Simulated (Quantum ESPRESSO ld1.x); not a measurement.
The run below uses ld1.x (Quantum ESPRESSO 7.5).

```
 &input
    atom='Pb',
    iswitch=1,
    rel=1,
    dft='PBE',
    config='[Xe] 4f14 5d10 7p1',
    prefix='ld1',
    max_out_wfc=37,
    file_charge='ld1.rho',
 /
```

It prints (banner and zero overlaps left out):

```
     Program LD1 v.7.5 starts

     --------------------------- All-electron run ----------------------------

     scalar relativistic calculation

     atomic number is 82.00
     dft =PBE   lsd =0 sic =0 latt =0  beta=0.20 tr2=1.0E-14
     Exchange-correlation= PBE
                           (   1   4   3   4   0   0   0)
     mesh =2127 r(mesh) =  99.61181 a.u. xmin = -8.00 dx = 0.00800
     1 Ry =  13.60569312 eV, c = 137.03599908

     n l     nl                  e(Ry)          e(Ha)          e(eV)
     1 0     1S 1( 2.00)     -6480.6812     -3240.3406    -88174.1600
     2 0     2S 1( 2.00)     -1161.2473      -580.6236    -15799.5738
     2 1     2P 1( 6.00)      -996.2355      -498.1177    -13554.4740
     3 0     3S 1( 2.00)      -280.7265      -140.3633     -3819.4790
     3 1     3P 1( 6.00)      -233.4238      -116.7119     -3175.8927
     4 0     4S 1( 2.00)       -65.5596       -32.7798      -891.9832
     4 1     4P 1( 6.00)       -50.0610       -25.0305      -681.1149
     3 2     3D 1(10.00)      -185.2364       -92.6182     -2520.2698
     5 0     5S 1( 2.00)       -13.1696        -6.5848      -179.1814
     5 1     5P 1( 6.00)        -8.8788        -4.4394      -120.8017
     4 2     4D 1(10.00)       -32.1380       -16.0690      -437.2597
     4 3     4F 1(14.00)       -12.3511        -6.1756      -168.0457
     5 2     5D 1(10.00)        -4.0772        -2.0386       -55.4738
     7 1     7P 1( 1.00)        -1.0525        -0.5263       -14.3206

     final scf error:  7.1E-15 reached in  22 iterations

     Etot =  -41758.014444 Ry,  -20879.007222 Ha, -568146.729946 eV

     Ekin =   47215.747543 Ry,   23607.873772 Ha,  642402.971646 eV
     Encl = -104076.285887 Ry,  -52038.142943 Ha,-1416030.007159 eV
     Eh   =   15873.289939 Ry,    7936.644970 Ha,  215967.111767 eV
     Exc  =    -770.766039 Ry,    -385.383020 Ha,  -10486.806200 eV
```

Run on one thread of a shared host, so times are rough (Intel(R) Xeon(R) Processor @ 2.60GHz): 0.71 s of CPU time, 0.72 s wall, 22 iterations on 2127 mesh points.
